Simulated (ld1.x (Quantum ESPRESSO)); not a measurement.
**Pd (Z = 46): excitation energies, all-electron against PAW**

palladium, PAW, made with ld1.x (Quantum ESPRESSO) 7.5 (PBE, scalar-relativistic). Core [Kr], reference 4d9 5s1 5p0. Waves: 5s (bound): rcut 2.20, rcutus 2.70 bohr; 5s channel at 1.1 Ry: rcut 2.20, rcutus 2.70 bohr; 5p (bound, empty): rcut 4.35, rcutus 4.65 bohr; 5p channel at 0.85 Ry: rcut 4.35, rcutus 4.65 bohr; 4d (bound): rcut 1.15, rcutus 1.25 bohr; 4d channel at 1.4 Ry: rcut 1.15, rcutus 1.25 bohr. Local part: all-electron potential smoothed inside 2.10 bohr (lloc = -1). Core correction: a·sin(br)/r model core, default radius (ld1.x builds one for every PAW set, though the input has nlcc=.false.). Augmentation charge: PSQ, inside the norm-conserving radii.

Energies are relative to the spin-unpolarised reference configuration 4d9 5s1 5p0; without spin polarisation the order of configurations can differ from experiment.

Question: Give the all-electron excitation energy and the error of the potential for: 4d10 5s0 5p0; 4d9 5s0 5p0; 4d8 5s0 5p0; 4d9 5s0 5p1; 4d8 5s1 5p0; 4d7 5s0 5p0; 4d6 5s0 5p0.

Answer:

| valence configuration | charge | ΔE all-electron (eV) | error AE − PS (meV) |
| --- | --- | --- | --- |
| 4d10 5s0 5p0 | 0 | -1.501 | -25 |
| 4d9 5s0 5p0 | +1 | 7.614 | +5.5 |
| 4d8 5s0 5p0 | +2 | 28.433 | -51 |
| 4d9 5s0 5p1 | 0 | 3.738 | +6.0 |
| 4d8 5s1 5p0 | +1 | 12.139 | -43 |
| 4d7 5s0 5p0 | +3 | 62.793 | -390 |
| 4d6 5s0 5p0 | +4 | 112.138 | -1219 |

Levels in the configuration 4d9 5s0 5p0:

| level | all-electron (eV) | pseudo (eV) |
| --- | --- | --- |
| 4d | -14.614 | -14.599 |
